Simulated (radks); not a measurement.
Values are calculated unless marked as measured or tabulated.
Valence configurations of the indium ion In3+ (all share [Kr]). Level of theory: scalar-relativistic Kohn-Sham, SCAN, spin-polarised, spherical densities, finite nucleus; open shells are filled with parallel spins first (spin-orbit coupling, left out, can overturn this in heavy ions); meta-GGA in the generalised Kohn-Sham scheme; Fermi nuclear charge, rms radius 4.6156 fm (a radial shooting solver on a logarithmic mesh with Libxc functionals). Energies are relative to 4d10; eigenvalues in eV for spin up.

valence          E (eV)  moment (Bohr magnetons)    e(4d)    e(5p)    e(5s)
4d10              0.000                        0  -48.287        -        -
4d9.5 5p0.5      12.452                        1  -51.764  -25.763        -
4d9 5s1          16.123                        2  -53.975        -  -36.190
4d9 5s0.5 5p0.5  20.814                        2  -54.581  -27.223  -36.471
4d9 5p1          25.379                        2  -55.183  -27.501        -
4d8.5 5s1 5p0.5  29.271                        3  -57.396  -28.309  -37.861
4d8 5s1 5p1      43.084                        4  -60.784  -29.688  -39.556
4d8 5p2          52.924                        4  -61.948  -30.257        -

NIST lists [Kr] 4d10 as the ground configuration; this level of theory agrees among the configurations tried. The energies are those of spherical high-spin densities, not of single terms. No valid solution was reached for [Kr] 4d8 5s2; [Kr] 4d7 5s2 5p1.
